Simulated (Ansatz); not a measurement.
Computed with Ansatz on PBE0-D4/def2-TZVP structures; ΔE is electronic, products minus reactants. CCSD(T)/CBS adds triple-zeta CCSD(T) − MP2 to the extrapolated MP2 energy (def2 sets, frozen cores). Elements past krypton have def2 core potentials. For Te outer-core shells are correlated without core-valence functions, which leaves a few kJ/mol of doubt a bond. Each species was taken in one conformer, which may not be the lowest.

`O=CB[TeH]` + `NCF` → `NC(F)[TeH]` + `BC=O`  (formal exchange of groups at a Te–B bond)

| species | CCSD(T)/def2-SVP energy (Eh) |
| --- | --- |
| `O=CB[TeH]` | -406.58613 |
| `NCF` | -194.46574 |
| `NC(F)[TeH]` | -461.55938 |
| `BC=O` | -139.43355 |

Q: Work out ΔE.

A: ΔE = (-461.55938) + (-139.43355) − (-406.58613) − (-194.46574) = 0.05894 Eh = +154.7 kJ/mol. CCSD(T)/CBS gives +143.9 kJ/mol.

Q: What do rigid-rotor, harmonic-oscillator terms from PBE0-D4/def2-TZVP frequencies (298.15 K, 1 bar) make of the CCSD(T)/CBS value? (Best estimate.)

A: Computed: ΔZPE = -10.7 kJ/mol, ΔH = +135.0 kJ/mol, ΔS = 7 J/(mol·K), ΔG = +133.0 kJ/mol. Modes under 50 cm⁻¹ make the entropy rough.

Largest T1 diagnostic among the species: 0.021, so the coupled-cluster value is less sure than usual.

At CCSD(T), def2-SVP lies +10.9 kJ/mol from the extrapolated value and def2-TZVPP +2.0 kJ/mol. From PBE to PBE0 (25 % exact exchange), in def2-TZVPP and without D4, ΔE moves by +9.7 kJ/mol.
